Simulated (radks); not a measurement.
Q: The molybdenum ion Mo2+, 40 electrons, occupied as [Ar] 3d10 4s2 4p4 4d4 5s2 (not the ground configuration). All-electron calculation, Dirac Kohn-Sham, exchange-only B88, spin-unpolarised, spherical densities, finite nucleus; open shells fill j = l - 1/2 first; Fermi nuclear charge, rms radius 4.4091 fm. Program: a radial shooting solver on a logarithmic mesh with Libxc functionals. Some entries of the table are withheld. Estimate them.

| orbital | occ. | eigenvalue (hartree) | <r> (bohr) | <r^2> (bohr^2) |
|---|---|---|---|---|
| 1s1/2 | 2 | -729.4784 | 0.03516 | 0.001669 |
| 2s1/2 | 2 | -104.0294 | 0.1534 | 0.02779 |
| 2p1/2 | 2 | (1) | 0.1307 | 0.02098 |
| 2p3/2 | 4 | (2) | 0.1353 | 0.02234 |
| 3s1/2 | 2 | -18.66889 | 0.4286 | 0.2106 |
| 3p1/2 | 2 | -15.54215 | 0.4231 | 0.2086 |
| 3p3/2 | 4 | -14.89615 | 0.4337 | 0.2189 |
| 3d3/2 | 4 | -9.36320 | (3) | 0.2049 |
| 3d5/2 | 6 | -9.24076 | (4) | 0.2082 |
| 4s1/2 | 2 | -3.41298 | 1.082 | 1.324 |
| 4p1/2 | 2 | -2.49658 | 1.171 | 1.564 |
| 4p3/2 | 2 | -2.39622 | 1.198 | 1.637 |
| 4d3/2 | 4 | -1.02676 | 1.546 | (5) |
| 4d5/2 | 0 | -1.01497 | 1.558 | (6) |
| 5s1/2 | 2 | -0.75127 | 2.728 | 8.353 |

A: 
(1) 2p1/2 eigenvalue (hartree): -95.81674
(2) 2p3/2 eigenvalue (hartree): -91.89707
(3) 3d3/2 <r> (bohr): 0.4127
(4) 3d5/2 <r> (bohr): 0.4162
(5) 4d3/2 <r^2> (bohr^2): 2.810
(6) 4d5/2 <r^2> (bohr^2): 2.854
